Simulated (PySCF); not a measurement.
dibromo-chloro-fluoromethane (CBr₂ClF), SMILES FC(Cl)(Br)Br. The structure is a stationary point at PBE-D3(BJ)/def2-SVP.

Question: Give the equilibrium geometry at PBE-D3(BJ)/def2-SVP (PySCF confirms it by a frequency run) as bond lengths and angles, and its point group. (Estimate from the structure and the level; the computed values follow.)

Answer: point group Cs.
Atoms: F1 C2 Cl3 Br4 Br5. Bonds (Å): F1–C2 1.337, C2–Cl3 1.777, C2–Br4 1.966, C2–Br5 1.966. Angles (°): F1–C2–Cl3 109.3, F1–C2–Br4 108.4, F1–C2–Br5 108.4, Cl3–C2–Br4 110.3, Cl3–C2–Br5 110.3, Br4–C2–Br5 110.0.
